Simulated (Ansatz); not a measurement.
Consider the substitution at a C–O bond: `CC(C)[O][Ge][OH]` + `[NH2][Cd][OH]` → `CC(C)[O][Cd][NH2]` + `[OH][Ge][OH]`.

Program: Ansatz. Geometries: PBE0-D4/def2-TZVP. ΔE: electronic, gas phase. CBS: MP2 limit from def2 TZ/QZ plus the TZ coupled-cluster correction, frozen cores. DFT in def2-TZVPP. B3LYP here is the variant with VWN-RPA as its local correlation; programs differ in this. Elements past krypton have def2 core potentials. For Cd, Ge outer-core shells are correlated without core-valence functions, which leaves a few kJ/mol of doubt a bond. Scalar relativity is left out up to krypton. Each species was taken in one conformer, which may not be the lowest.

| level | ΔE (kJ/mol) | difference from CCSD(T)/CBS |
| --- | --- | --- |
| PBE-D4 | 3.6 | -3.5 |
| r2SCAN-D4 | 3.5 | -3.6 |
| PBE0-D4 | 3.5 | -3.6 |
| B3LYP-D4 | 3.8 | -3.3 |
| ωB97X-V | 3.1 | -4.0 |
| ωB97M-V | 2.1 | -5.0 |
| B2PLYP | 3.8 | -3.3 |
| PBE | 3.3 | -3.8 |
| r2SCAN | 3.5 | -3.6 |
| PBE0 | 3.2 | -3.9 |
| B3LYP | 3.3 | -3.8 |
| HF/def2-TZVPP | 1.1 | -6.0 |
| MP2/def2-TZVPP | 5.0 | -2.1 |
| SCS-MP2/def2-TZVPP | 5.0 | -2.1 |
| CCSD/def2-TZVPP | 3.5 | -3.6 |
| CCSD(T)/def2-TZVPP | 3.4 | -3.7 |
| HF/def2-QZVPP | 2.5 | -4.6 |
| MP2/def2-QZVPP | 7.6 | 0.5 |
| SCS-MP2/def2-QZVPP | 7.5 | 0.4 |
| HF/CBS(def2) | 2.7 | -4.4 |
| MP2/CBS(def2) | 8.7 | 1.6 |
| CCSD/CBS(def2) | 7.3 | 0.2 |
| CCSD(T)/CBS | 7.1 | 0 |

Largest T1 diagnostic among the species: 0.016.
